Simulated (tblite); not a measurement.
C₅H₆F₃O (doublet state).
SMILES with atom numbers: `[CH2:1]=[CH:2][O:3][C@H:4]([F:5])[CH:6][CH:7]([F:8])[F:9]` (hydrogens: H10, H11 on C1; H12 on C2; H13 on C4; H14 on C6; H15 on C7)

Computed geometry: GFN2-xTB, gas phase. This method treats the open shell by occupation alone, without spin polarisation.

(1) Give the optimised bond lengths and angles.

Results:

(1) 
```
  bond  length (Å)   order
 C1=C2       1.321  double
 C2–O3       1.366  single
 O3–C4       1.389  single
 C4–F5       1.381  single
 C4–C6       1.479  single
 C6–C7       1.476  single
 C7–F8       1.354  single
 C7–F9       1.371  single
C1–H10       1.076  single
C1–H11       1.073  single
C2–H12       1.081  single
C4–H13       1.106  single
C6–H14       1.074  single
C7–H15       1.106  single
```

Orders are formal, as drawn. A selection of angles:
```
     angle  degrees
 C2–C1–H10    123.5
 C2–C1–H11    119.9
H10–C1–H11    116.6
  C1–C2–O3    128.3
 C1–C2–H12    123.1
 O3–C2–H12    108.6
  C2–O3–C4    118.9
  O3–C4–F5    109.7
  O3–C4–C6    109.4
 O3–C4–H13    110.8
  F5–C4–C6    109.6
 F5–C4–H13    105.8
 C6–C4–H13    111.5
  C4–C6–C7    121.2
 C4–C6–H14    119.2
 C7–C6–H14    118.6
  C6–C7–F8    112.3
  C6–C7–F9    112.1
 C6–C7–H15    112.6
  F8–C7–F9    105.7
 F8–C7–H15    107.8
 F9–C7–H15    105.9
```

Dihedral angles: C1–C2–O3–C4 11° (synperiplanar); C2–O3–C4–F5 -77° (synclinal); O3–C4–C6–C7 -80° (synclinal); C4–C6–C7–F8 -16° (synperiplanar).

C1 (carbon bonded to C and 2 H) is planar (angles 123.5°, 119.9° and 116.6°, sum 360.0°, 0.01 Å off the plane of its three neighbours). The C–F distances run from 1.354 Å (C7–F8, drawn single) to 1.381 Å (C4–F5, drawn single), a spread of 0.027 Å. O3 (oxygen bonded to 2 C) is bent (angle 118.9°). C6 (carbon bonded to 2 C and H) is almost planar (angles 121.2°, 119.2° and 118.6°, sum 359.0°, 0.08 Å off the plane of its three neighbours). Of the pairs four or more bonds apart, C1···H13 is among the closest relative to their van der Waals radii: 2.66 Å, 92 % of the sum of Bondi's values. The C–O distances run from 1.366 Å (C2–O3, drawn single) to 1.389 Å (O3–C4, drawn single), a spread of 0.023 Å. The C–C distances run from 1.321 Å (C1=C2, drawn double) to 1.479 Å (C4–C6, drawn single), a spread of 0.158 Å.

Point group: C1 (no symmetry element, even within 0.4 Å). Its GFN2-xTB frequencies are all real (lowest 18 cm⁻¹).

One conformer stands for the species.
